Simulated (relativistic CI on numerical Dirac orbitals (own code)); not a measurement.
**W³⁺: resonant inelastic scattering at the L2,3 edge**

Computed with this model: Dirac-Coulomb-Breit CI, orbitals from a KLI potential per configuration, a model potential for QED, valence Slater integrals scaled by 0.8, Kramers-Heisenberg scattering through one core-hole configuration in a parametric crystal field; configurations [Xe] 4f14 5d3 → [He] 2s2 2p5 3s2 3p6 3d10 4s2 4p6 4d10 4f14 5s2 5p6 5d4; 10 K; core-hole width 5 eV; summed over polarisations. Incident energies are the highest absorption maxima for each field (at most a few, so the weaker spin-orbit partner edge can be absent), on the computed scale of the free ion. Intensities are in per cent of the strongest line above 0.02 eV; levels within 1 cm⁻¹ are merged; final levels count from the ground level, the first row holds all elastic scattering, lines under 0.4 are left out and each table stops after 24 rows. The scale of the Slater integrals is a model choice and moves the terms in proportion.

Field parameters in Wybourne normalisation: D4h B²₀ = −7Ds, B⁴₀ = 21(Dq − Dt), B⁴₄ = 21√(5/14) Dq. The field is a parameter set, without covalency.

S is read from ⟨S²⟩ = S(S + 1).

D4h, 10Dq = 18500, Ds = -1500, Dt = -350 cm⁻¹:

```
Final level (eV)  Degeneracy  Irrep     S  10205.3 eV  11543 eV
           0.000           2     Γ6  1.47      2174.7     242.5
           0.011           2     Γ7  1.48         4.4      13.8
           1.243           2     Γ6  0.64        21.1      31.6
           1.403           2     Γ7  0.65         1.6      10.8
           1.475           2     Γ7  0.57         7.8       2.7
           1.490           2     Γ6  0.59         5.4       6.3
           1.622           2     Γ6  0.55        13.8      25.9
           2.196           2     Γ7  1.29        10.8      17.6
           2.261           2     Γ6  1.37        61.2      31.8
           2.394           2     Γ6  1.44       100.0       1.2
           2.422           2     Γ7  0.93        14.5      15.7
           2.527           2     Γ7  0.95         5.5      22.3
           2.608           2     Γ6  1.43        14.6       5.2
           2.671           2     Γ7  1.26        25.0       8.2
           2.747           2     Γ6  0.72        21.9       3.3
           2.773           2     Γ7  1.36        17.8       2.8
           3.300           2     Γ7  1.43        27.9       7.4
           3.375           2     Γ7  1.41         8.2       1.3
           3.397           2     Γ6  1.33        19.5       4.4
           3.545           2     Γ6  1.31        38.4       6.5
           3.599           2     Γ6  0.78         5.9       3.2
           3.794           2     Γ7  0.57         5.1       3.6
           3.899           2     Γ7  0.61         8.6       0.6
           3.925           2     Γ6  0.83         6.5       1.7
```

D4h, 10Dq = 18500, Ds = -860, Dt = -350 cm⁻¹:

| Final level (eV) | Degeneracy | Irrep | S | 10205.3 eV | 11543 eV |
| --- | --- | --- | --- | --- | --- |
| 0.000 | 2 | Γ6 | 1.47 | 2182.7 | 246.9 |
| 0.006 | 2 | Γ7 | 1.48 | 4.4 | 13.1 |
| 1.363 | 2 | Γ6 | 0.64 | 17.9 | 36.6 |
| 1.389 | 2 | Γ7 | 0.66 | 1.1 | 11.0 |
| 1.496 | 2 | Γ6 | 0.56 | 6.1 | 4.1 |
| 1.508 | 2 | Γ7 | 0.55 | 4.4 | 2.2 |
| 1.617 | 2 | Γ6 | 0.56 | 13.8 | 22.5 |
| 2.248 | 2 | Γ7 | 1.26 | 12.6 | 17.7 |
| 2.275 | 2 | Γ6 | 1.30 | 67.7 | 33.7 |
| 2.437 | 2 | Γ7 | 0.91 | 14.8 | 16.9 |
| 2.508 | 2 | Γ7 | 0.91 | 7.3 | 19.7 |
| 2.560 | 2 | Γ6 | 1.43 | 100.0 | 1.9 |
| 2.640 | 2 | Γ6 | 0.99 | 31.6 | 4.3 |
| 2.734 | 2 | Γ6 | 1.32 | 5.8 | 2.1 |
| 2.742 | 2 | Γ7 | 1.40 | 44.8 | 9.8 |
| 2.818 | 2 | Γ7 | 1.31 | 9.6 | 1.9 |
| 3.367 | 2 | Γ7 | 1.42 | 21.8 | 8.7 |
| 3.374 | 2 | Γ6 | 1.34 | 23.2 | 3.9 |
| 3.401 | 2 | Γ7 | 1.42 | 5.7 | 0.7 |
| 3.520 | 2 | Γ6 | 1.39 | 32.2 | 5.0 |
| 3.727 | 2 | Γ6 | 0.69 | 7.1 | 2.5 |
| 3.827 | 2 | Γ7 | 0.97 | 10.1 | 4.7 |
| 3.857 | 2 | Γ7 | 1.05 | 23.0 | 1.0 |
| 3.872 | 2 | Γ6 | 1.32 | 2.7 | 4.4 |

D4h, 10Dq = 18500, Ds = -210, Dt = -350 cm⁻¹:

| Final level (eV) | Degeneracy | Irrep | S | 10205.3 eV | 11543 eV |
| --- | --- | --- | --- | --- | --- |
| 0.000 | 2 | Γ6 | 1.48 | 2338.6 | 266.5 |
| 0.003 | 2 | Γ7 | 1.47 | 4.7 | 13.0 |
| 1.341 | 2 | Γ7 | 0.64 | 1.8 | 13.2 |
| 1.410 | 2 | Γ6 | 0.62 | 14.0 | 39.1 |
| 1.484 | 2 | Γ7 | 0.56 | 3.1 | 4.1 |
| 1.516 | 2 | Γ6 | 0.54 | 10.0 | 6.8 |
| 1.609 | 2 | Γ6 | 0.57 | 14.3 | 19.8 |
| 2.290 | 2 | Γ6 | 1.24 | 75.1 | 33.6 |
| 2.296 | 2 | Γ7 | 1.25 | 12.6 | 14.8 |
| 2.455 | 2 | Γ7 | 0.89 | 12.7 | 16.6 |
| 2.515 | 2 | Γ7 | 1.03 | 16.2 | 23.1 |
| 2.576 | 2 | Γ6 | 1.03 | 30.3 | 7.0 |
| 2.700 | 2 | Γ6 | 1.43 | 100.0 | 2.7 |
| 2.758 | 2 | Γ7 | 1.40 | 58.6 | 8.5 |
| 2.818 | 2 | Γ6 | 1.37 | 14.1 | 2.6 |
| 2.851 | 2 | Γ7 | 1.24 | 8.8 | 3.7 |
| 3.349 | 2 | Γ6 | 1.31 | 32.6 | 2.6 |
| 3.471 | 2 | Γ7 | 1.38 | 17.6 | 5.6 |
| 3.508 | 2 | Γ7 | 1.45 | 9.9 | 5.5 |
| 3.527 | 2 | Γ6 | 1.40 | 19.6 | 3.7 |
| 3.587 | 2 | Γ7 | 1.41 | 26.9 | 4.6 |
| 3.680 | 2 | Γ6 | 1.46 | 8.6 | 7.0 |
| 3.798 | 2 | Γ6 | 0.74 | 8.7 | 1.4 |
| 3.863 | 2 | Γ7 | 0.63 | 2.7 | 2.1 |

For the first field the strongest loss at the lowest incident energy is the level at 2.39 eV (S = 1.44, against 1.47 in the thermal ground state). Levels of other spin, the first over 8 % at 1.24 eV, appear because spin-orbit coupling of the core hole, and in heavier ions of the valence shell too, mixes spins.
